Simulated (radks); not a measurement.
Results of a calculation; reference values are marked as such.
The bromine anion Br-, [Kr], held by a Watson sphere: a shell of charge +0.72 at radius R that stands for the Madelung well of a crystal (potential energy -0.72/R inside, -0.72/r outside, in hartree with lengths in bohr). Code: a radial shooting solver on a logarithmic mesh with Libxc functionals. Model: scalar-relativistic Kohn-Sham, LB94 model potential, spin-polarised, spherical densities, finite nucleus; Fermi nuclear charge, rms radius of each element as measured or else 0.836 A^(1/3) + 0.57 fm. Response by self-consistent Sternheimer equations with the Hartree and adiabatic LDA kernel, the relativistic mass of each level held fixed and spin-orbit coupling left out. The sphere does not respond.

| R (bohr) | e(3d) (eV) | e(4s) (eV) | e(4p) (eV) | <r> 4p (bohr) | sum of <r^2> (bohr^2) | X-ray form factor at sin(theta)/lambda = 0.3 1/angstrom | alpha (bohr^3) |
|---|---|---|---|---|---|---|---|
| 2.64 | -73.016 | -22.047 | -9.865 | 2.171 | 47.58 | 23.897 | 29.04 |
| 3.1 | -72.611 | -21.500 | -9.355 | 2.200 | 48.66 | 23.902 | 31.90 |
| 3.16 | -72.556 | -21.433 | -9.290 | 2.203 | 48.78 | 23.902 | 32.26 |
| 4.55 | -71.374 | -20.125 | -7.983 | 2.243 | 50.45 | 23.911 | 38.76 |
| 4.68 | -71.278 | -20.026 | -7.883 | 2.244 | 50.53 | 23.911 | 39.17 |
| 5.15 | -70.956 | -19.696 | -7.550 | 2.249 | 50.76 | 23.911 | 40.42 |
| 5.25 | -70.892 | -19.632 | -7.485 | 2.250 | 50.80 | 23.911 | 40.64 |
